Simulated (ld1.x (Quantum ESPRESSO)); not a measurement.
ytterbium (Yb): RRKJ pseudisation with LDA (PZ), scalar-relativistic reference atom.

* Element: ytterbium
* Generator: ld1.x (Quantum ESPRESSO) 7.5
* Type: norm-conserving RRKJ (Kleinman–Bylander form)
* Functional: LDA (PZ)
* Relativity: scalar-relativistic
* Frozen core: [Kr] 4d10
* Valence charge: 24
* Reference configuration: 4f14 5s2 5p6 5d0 6s0 6p0 (charge +2)
* Partial waves: 5s (bound): rc 2.05 bohr; 5p (bound): rc 1.90 bohr; 5d (bound, empty): rc 3.15 bohr; 4f (bound): rc 0.95 bohr
* Local potential: the f channel
* Core correction: a·sin(br)/r model core, default radius (core density twice the valence density)

Does the generator finish with these settings?

Yes, a potential is produced.

Estimate the cutoffs (Ry, on a coarse ladder) from which the occupation-weighted sum of valence levels, in a spherical-Bessel basis at the reference potential, stays within 10 and 1 mRy of its value at 400 Ry.

over 300 Ry and over 300 Ry.

Does the potential have ghost states?

Ghost states, extra bound levels that the all-electron valence spectrum of the same l lacks: s at -885.0 eV, p at -583.1 eV, d at -272.9 eV, s at -52.5 eV. A true bound ghost makes a file unfit for plane-wave use. The logarithmic derivative shows an extra or strongly shifted pseudo pole above the reference energy (s near -3.85 Ry).

Which valence shell sets the plane-wave cutoff?

4f: its level needs over 300 Ry to come within 1 mRy, against 50 Ry for 5p.

Its largest configuration-test error is +248 meV (4f13 5s2 5p6 5d0 6s0 6p0). 6 of 9 tests not solved or not reliable. Not counted: 4f14 5s2 5p6 5d0 6s2 6p0 (solver errors, printed error -5354 eV); 4f14 5s2 5p6 5d0.5 6s1.5 6p0 (solver errors, printed error -5122 eV); 4f14 5s2 5p6 5d0 6s1.5 6p0 (solver errors, printed error -5079 eV); 3 more.
